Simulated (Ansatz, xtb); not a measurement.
**C4H4BrNS: which of two isomers lies lower**

Structure I: `Sc1c[nH]cc1Br`, a singlet. Structure II: `Sc1cc[nH]c1Br`, a singlet. Both are isolated molecules in the gas phase, relaxed with r2SCAN-D4/def2-SVP; the shapes shown needn't be the lowest conformers.

I (Å):

```yaml
atoms:
  - { symbol: C, position_ang: [0.2798, -0.5160, 1.9999] }
  - { symbol: C, position_ang: [-0.4171, -0.6278, 0.8039] }
  - { symbol: C, position_ang: [0.9064, -2.4462, 0.9580] }
  - { symbol: C, position_ang: [1.1129, -1.6706, 2.0866] }
  - { symbol: Br, position_ang: [2.2844, -2.0595, 3.4957] }
  - { symbol: N, position_ang: [-0.0238, -1.7961, 0.1950] }
  - { symbol: S, position_ang: [0.2235, 0.7444, 3.2271] }
  - { symbol: H, position_ang: [-0.6950, 1.5018, 2.5893] }
  - { symbol: H, position_ang: [-1.1538, 0.0323, 0.3510] }
  - { symbol: H, position_ang: [-0.3742, -2.1281, -0.6943] }
  - { symbol: H, position_ang: [1.3515, -3.3925, 0.6606] }
```

II (Å):

| atom | x (Å) | y (Å) | z (Å) |
| --- | --- | --- | --- |
| C | 0.0283 | -0.5799 | 1.9804 |
| C | -0.6006 | -0.7440 | 0.7066 |
| C | -0.0157 | -1.8277 | 0.0835 |
| C | 0.9750 | -1.5949 | 2.0787 |
| Br | 2.1666 | -1.9939 | 3.4531 |
| N | 0.9438 | -2.3341 | 0.9303 |
| S | -0.3812 | 0.5943 | 3.2287 |
| H | 0.5383 | 1.5351 | 2.9013 |
| H | -1.3997 | -0.1192 | 0.3117 |
| H | -0.2017 | -2.2843 | -0.8867 |
| H | 1.5402 | -3.1327 | 0.7493 |

**Question.** Estimate which is lower in electronic energy at CCSD(T)/def2-SVP + ΔMP2/def2-TZVPP, and by roughly how much.

**Answer.** CCSD(T)/def2-SVP + ΔMP2/def2-TZVPP gives E(II) − E(I) = −1.05 kcal/mol, slightly favouring structure II, which is too small a margin to settle the true order.

How the difference moves with the method:

```csv
level,geometry,E(II) − E(I) (kcal/mol),departure from the last row (kcal/mol),"job, with rough time for the two"
r2SCAN-D4/def2-SVP,r2SCAN-D4/def2-SVP,−0.87,+0.19,"optimisation, 2.9 min"
HF/def2-SVP,r2SCAN-D4/def2-SVP,−1.82,−0.77,part of the CCSD(T) run
MP2/def2-SVP,r2SCAN-D4/def2-SVP,−1.59,−0.54,part of the CCSD(T) run
CCSD(T)/def2-SVP,r2SCAN-D4/def2-SVP,−1.37,−0.32,single point
CCSD(T)/def2-SVP + ΔMP2/def2-TZVPP,r2SCAN-D4/def2-SVP,−1.05,,"single point, 2.3 min"
```

As drawn, both hold the same kinds of bond in the same numbers.

The largest departure from CCSD(T)/def2-SVP + ΔMP2/def2-TZVPP is that of HF/def2-SVP, 0.77 kcal/mol. No reliable frequencies are at hand for II, so it isn't confirmed as a minimum. Levels run at GFN2-xTB geometries aren't shown. The last row adds to CCSD(T) the change of the MP2 difference between the two basis sets, here +0.32 kcal/mol.

The correlated steps freeze 19 core orbitals; the filled d shell of Br is correlated, in a basis made for valence electrons. Codes used: Ansatz 0.2.0, xtb 6.7.1; the last row on 2 threads of Arm Neoverse V2 on a shared host.
